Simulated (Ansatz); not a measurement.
Cartesian coordinates in Å:
```
N -0.565 -0.673 -1.353
Si 0.503 0.135 -0.310
N 0.476 -0.302 1.319
P 0.086 1.443 1.404
H -1.504 -0.903 -1.074
H -0.469 -0.586 -2.352
H 1.773 0.325 -1.046
H 1.042 -0.769 2.005
H -1.342 1.331 1.407
```

Total charge 0; spin multiplicity 1.

List the PBE0/def2-TZVPP orbital energies in eV (Ansatz). (Estimate.)

The calculation gave: Occupied: -2100.73, -1803.04, -391.18, -390.95, -179.47, -145.26, -128.77, -128.69, -128.64, -99.95, -99.93, -99.91, -24.34, -23.73, -16.84, -14.82, -14.23, -12.81, -11.22, -10.31, -8.93, -8.73, -6.79, -6.47. Lowest empty: -0.10, 0.52, 0.89, 1.23, 2.18, 2.31, 2.88, 3.33.
